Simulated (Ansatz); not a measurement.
singlet Be: levels of theory in one basis

A single Be atom.

Basis set: cc-pCVTZ (spherical functions). All electrons are correlated. Charge 0, multiplicity 1.

Computed with Ansatz (development build ahead of 0.2.0); each method stands on the lowest determinant of its kind that the runs found.

```tsv
method	E − E(RHF) (eV)	<S²> of the determinant
RHF	0.00	0.00
UHF	-0.01	0.13
UHF-MP2	-1.79	0.13
RHF-CCSD	-2.42	–
RHF-CCSD(T)	-2.43	–
RHF-BCCD(T)	-2.43	–
```

Problem. What does RHF-MP2 give on the same scale?

Solution. -1.89 eV.

Problem. Is a single determinant a sound starting point here?

Solution. Only with care. Unrestricted orbitals gain 0.01 eV and <S²> is 0.13 against 0.00 for a pure state, so spin symmetry breaks but gains little energy; restricted orbitals can still serve.

Caution for UHF, UHF-MP2: the unrestricted determinant is spin contaminated.
